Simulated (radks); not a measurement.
All-electron atom: Er28+ in [Kr] 4d4. Calculated with a radial shooting solver on a logarithmic mesh with Libxc functionals: scalar-relativistic Kohn-Sham, exchange-only LDA, spin-polarised, spherical densities, point nucleus; open shells are filled with parallel spins first (spin-orbit coupling, left out, can overturn this in heavy ions). Some entries of the table are withheld. Estimate them.

| orbital | occ. | eigenvalue (hartree) | <r^2> (bohr^2) |
|---|---|---|---|
| 1s up | 1 | -2142.840 | 0.0005685 |
| 1s down | 1 | -2142.834 | 0.0005685 |
| 2s up | 1 | -390.3424 | 0.008841 |
| 2s down | 1 | -390.2100 | 0.008840 |
| 2p up | 3 | -349.5549 | 0.007189 |
| 2p down | 3 | -349.4452 | 0.007187 |
| 3s up | 1 | -114.9317 | 0.05741 |
| 3s down | 1 | -114.8377 | 0.05733 |
| 3p up | 3 | -102.5227 | 0.05755 |
| 3p down | 3 | -102.4232 | 0.05745 |
| 3d up | 5 | -87.15430 | 0.04765 |
| 3d down | 5 | -87.03009 | 0.04758 |
| 4s up | 1 | -47.80959 | 0.2476 |
| 4s down | 1 | -47.45483 | 0.2479 |
| 4p up | 3 | (1) | 0.2656 |
| 4p down | 3 | (2) | 0.2661 |
| 4d up | 4 | -37.50516 | (3) |
| 4d down | 0 | -37.15626 | (4) |

Answer. 
(1) 4p up eigenvalue (hartree): -43.33001
(2) 4p down eigenvalue (hartree): -42.97893
(3) 4d up <r^2> (bohr^2): 0.2751
(4) 4d down <r^2> (bohr^2): 0.2758
